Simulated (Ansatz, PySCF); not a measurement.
1,1-difluoro-1-methoxyethane (C₃H₆F₂O), SMILES COC(C)(F)F.

Coordinates come from a PBE0-D3(BJ)/def2-SVP optimisation. Other conformers were not sampled.

Vertical ionisation energy (IE) and electron affinity (EA) in eV. Rows of orbital energies are one-electron estimates. Where ΔSCF, EOM or ADC give a negative EA the extra electron is unbound and the value depends on the basis.

| level | IE | EA |
|---|---|---|
| −ε(HOMO), −ε(LUMO), HF/def2-TZVP (PySCF) | (withheld) | (withheld) |
| −ε(HOMO), −ε(LUMO), PBE/def2-TZVP (PySCF) | 6.92 | -0.40 |
| ΔSCF, CAM-B3LYP/def2-SVPD (Ansatz), final states of multiplicity 2 and 2 | 11.23 | -1.78 |
| ΔSCF, PBE/def2-SVPD (Ansatz), final states of multiplicity 2 and 2 | 10.69 | -1.52 |

Task: Some entries are withheld; supply them. (An estimate is asked for; the answer gives what the named calculation found.)

Result: 
- −ε(HOMO), −ε(LUMO), HF/def2-TZVP (PySCF), IE: 12.75
- −ε(HOMO), −ε(LUMO), HF/def2-TZVP (PySCF), EA: -3.68

Task: What vertical singlet–triplet gap does ΔSCF give with CAM-B3LYP/def2-SVPD (Ansatz, a first-principles code) and with PBE/def2-SVPD (Ansatz)? (Estimate from the structure and the level; the computed values follow.)

Result: 8.38 and 7.65 eV (triplet above singlet where positive).
